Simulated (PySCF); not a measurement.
Harmonic spectrum computed at PBE0 in the def2-TZVP basis family (core potentials from Rb on, PySCF, no spin–orbit coupling):

```tsv
ω (cm⁻¹)	IR (km/mol, summed over degenerate members)	degeneracy
343	321	2
725	0.0	1
1572	385	1
```

Problem. Which molecule gave it? In each, all ligands are bound to the one heavy central atom.
A. SrF₂ (singlet)
B. BeF₂ (singlet)
C. SeF₂ (singlet)
D. CF₂ (singlet)
E. BrF₂ (doublet)

Solution. B. It has D∞h symmetry with Be–F 1.378 Å (×2).
